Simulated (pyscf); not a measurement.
PySCF, gas phase, ωB97X-D3(BJ)/def2-SVP geometries.

Q: How much does it cost (ΔH, 298 K, ωB97M-D3(BJ)/def2-TZVP) to split `[NH2][Si]([SiH3])([SiH3])[SiH2][OH]` at its Si–Si bond into H₂N–Si•(SiH₃)–SiH₃ + HO–SiH₂•?

A: Si–Si to H₂N–Si•(SiH₃)–SiH₃ + HO–SiH₂•: 69.4 kcal/mol. The 7 functionals that were run give +62.0 (PBE) to +73.4 kcal/mol (ωB97X-D3(BJ)). Other isomers of H₂N–Si•(SiH₃)–SiH₃, HO–SiH₂• were not searched in full and may lie lower.
